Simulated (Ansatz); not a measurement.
```yaml
crystal:
  periodic: [true, true, true]
  atoms:
    - {symbol: C, position_ang: [-0.736366, -1.393463, -1.659308]}
    - {symbol: C, position_ang: [0.197909, -0.914938, -0.555389]}
    - {symbol: C, position_ang: [0.769342, -2.087610, 0.231729]}
    - {symbol: N, position_ang: [-0.448291, 0.070158, 0.310307]}
    - {symbol: Si, position_ang: [-1.582826, -0.366706, 1.522906]}
    - {symbol: C, position_ang: [0.105656, 1.421108, 0.322643]}
    - {symbol: C, position_ang: [1.531192, 1.473127, 0.863635]}
    - {symbol: C, position_ang: [0.000097, 2.097352, -1.038581]}
    - {symbol: H, position_ang: [-1.600237, -1.912492, -1.236207]}
    - {symbol: H, position_ang: [-1.104589, -0.549302, -2.244732]}
    - {symbol: H, position_ang: [-0.224536, -2.086438, -2.332694]}
    - {symbol: H, position_ang: [1.041447, -0.410011, -1.036857]}
    - {symbol: H, position_ang: [1.469278, -1.741884, 0.994964]}
    - {symbol: H, position_ang: [-0.026672, -2.648885, 0.731643]}
    - {symbol: H, position_ang: [1.292570, -2.783682, -0.428771]}
    - {symbol: H, position_ang: [-2.479604, 0.797918, 1.753457]}
    - {symbol: H, position_ang: [-0.994323, -0.730754, 2.849677]}
    - {symbol: H, position_ang: [-2.377849, -1.540079, 1.072175]}
    - {symbol: H, position_ang: [-0.522350, 1.997650, 1.013159]}
    - {symbol: H, position_ang: [1.582725, 1.033241, 1.861837]}
    - {symbol: H, position_ang: [1.884648, 2.505505, 0.924594]}
    - {symbol: H, position_ang: [2.223930, 0.928004, 0.216528]}
    - {symbol: H, position_ang: [-1.034847, 2.101607, -1.385450]}
    - {symbol: H, position_ang: [0.351357, 3.130547, -0.981919]}
    - {symbol: H, position_ang: [0.609140, 1.586129, -1.789044]}
basis:
  gaussian: {orbitals: ANO-RCC-VTZP}
hamiltonian: {xc: {name: r2SCAN0}, dispersion: d3bjatm}
accuracy: high
```

```sh
$ ansatz run in.yaml --threads 4 --pin off --events-out ev --progress --plain --max-ram 46080MiB --backend cuda --devices 0, --max-vram 37GiB
```

Shortened log:

```
Error: YAML parse error: error: line 2 column 3: crystal: missing field `lattice` (a structure is typed as `lattice` and `atoms`, a molecule's as `atoms` in Å alone, or read from a run's directory, `checkpoint`)
 --> <input>:2:3
1 | crystal:
2 |   periodic: [true, true, true]
3 |   atoms:
4 |     - {symbol: C, position_ang: [-0.736366, -1.393463, -1.659308]}
```

(1) What is wrong with this run?

## Answers

(1) The molecule is marked periodic without a cell. The program refused the input.
